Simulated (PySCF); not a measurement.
**The potential of point charges around cyanuric acid**

Species: `O=c1[nH]c(=O)[nH]c(=O)[nH]1` (cyanuric acid). Coordinates (PBE0-D3(BJ)/def2-SVP, Å) and charges (e) from the PBE0/pcSseg-1 density (PySCF):

```tsv
atom	x	y	z	Mulliken	IAO	Hirshfeld	ESP-fitted
O1	-0.527	2.558	-0.208	-0.4000	-0.4745	-0.2805	-0.5536
C2	-0.217	1.397	-0.198	+0.6825	+0.5192	+0.2170	+0.8708
N3	1.095	0.956	-0.184	-0.5186	-0.3634	-0.0981	-0.6977
C4	1.534	-0.357	-0.174	+0.6824	+0.5192	+0.2170	+0.8689
O5	2.694	-0.670	-0.164	-0.4000	-0.4745	-0.2804	-0.5528
N6	0.496	-1.273	-0.175	-0.5182	-0.3632	-0.0980	-0.7004
C7	-0.860	-0.996	-0.188	+0.6822	+0.5192	+0.2170	+0.8697
O8	-1.711	-1.845	-0.188	-0.4000	-0.4746	-0.2804	-0.5531
N9	-1.135	0.361	-0.201	-0.5182	-0.3633	-0.0980	-0.7001
H10	1.814	1.673	-0.186	+0.2359	+0.3186	+0.1614	+0.3818
H11	0.757	-2.253	-0.164	+0.2359	+0.3186	+0.1615	+0.3835
H12	-2.114	0.624	-0.209	+0.2359	+0.3186	+0.1615	+0.3828
```

Points outside the species (Å): A (-1.4, 2.5, -4.7); B (-4.8, -1.3, -1.3); C (-0.3, 6.8, 5.6).

Task: Find the potential V = 14.3996 V·Å × Σ q/r of each set of charges at these points.

Result: In volts:

```csv
point,nearest atom,distance (Å),Mulliken,IAO,Hirshfeld,ESP-fitted
A,O1,4.58,+0.064,+0.066,+0.048,+0.072
B,O8,3.33,-0.059,-0.065,-0.046,-0.070
C,O1,7.20,-0.004,-0.008,-0.004,-0.008
```

Task: How far are the other sets from the ESP-fitted one at these points?

Result: Root-mean-square difference: IAO 0.004 V, Mulliken 0.008 V, Hirshfeld 0.019 V. The ESP scheme fits charges at the nuclei, held to the total charge, to the electrostatic potential on points at 1.4 to 2.0 times the van der Waals radii.

Task: What energy would a point charge of +3 e have at A in the field of the ESP charges, leaving out polarisation?

Result: +0.215 eV = +20.8 kJ/mol, a repulsion.

Isolated species at its PBE0-D3(BJ)/def2-SVP geometry, gas phase.

The run behind these numbers computed NMR shieldings as well. Hardware: one thread, Arm Neoverse V1 (aarch64) (shared host). Cost: 28 s wall, 1.0 GiB resident at most.
